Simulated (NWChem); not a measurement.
# TeCl₂; SMILES Cl[Te]Cl

```xyz
3

Te     0.0000     0.0000     0.5985
Cl    -1.8101     0.0000    -0.9154
Cl     1.8101     0.0000    -0.9154
```
Atoms are numbered in this order, from 1.

Program: NWChem. All runs use the structure optimised with PBE0/def2-SVP. Not confirmed as a minimum by frequencies. def2 effective core potentials on Te; no spin-orbit coupling. Ions are spin-unrestricted doublets at the neutral geometry; other ion states weren't tried.

Task: Predict the results for PBE/def2-SVP. Quantities: vertical ionisation energy, ΔSCF (eV); −ε(HOMO) (eV).

Result: 
```json
{
 "vertical ionisation energy, ΔSCF (eV)": "8.51",
 "−ε(HOMO) (eV)": "5.35"
}
```
